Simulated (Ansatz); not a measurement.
Consider the cleavage of the B–Si bond: `B[Si](C)(F)[SiH3]` + `O[SiH3]` → `BO[SiH3]` + `C[SiH](F)[SiH3]`.

Calculated with Ansatz (gas phase, PBE0-D4/def2-TZVP geometries, no zero-point term in ΔE). CBS: MP2 limit from def2 TZ/QZ plus the TZ coupled-cluster correction, frozen cores. DFT in def2-TZVPP. B3LYP here is the variant with VWN-RPA as its local correlation; programs differ in this.

Q: Is it downhill or uphill in electronic energy at CCSD(T)/CBS, and by how much? (An estimate is asked.)

A: Ansatz gave: Downhill: ΔE = -1.67 eV.

Q: What do these levels give: r2SCAN-D4, B3LYP-D4, CCSD/def2-TZVPP, MP2/def2-QZVPP, SCS-MP2/def2-QZVPP, CCSD/CBS(def2)? (Estimate.)

A: The calculation gave: r2SCAN-D4 -1.64, B3LYP-D4 -1.70, CCSD/def2-TZVPP -1.70, MP2/def2-QZVPP -1.74, SCS-MP2/def2-QZVPP -1.76, CCSD/CBS(def2) -1.69 eV.

Largest T1 diagnostic among the species: 0.013.

The D4 term adds +0.03 eV with B3LYP and +0.02 eV with PBE0; it sums over pairs of atoms, weighted by their polarisabilities, and B3LYP, whose exchange is more repulsive, gets the larger term. From PBE to PBE0 (25 % exact exchange), in def2-TZVPP and without D4, ΔE moves by −0.04 eV. In def2-TZVPP, CCSD(T) changes the Hartree–Fock value by +0.17 eV (the triples alone add +0.01 eV) and MP2 by +0.12 eV.
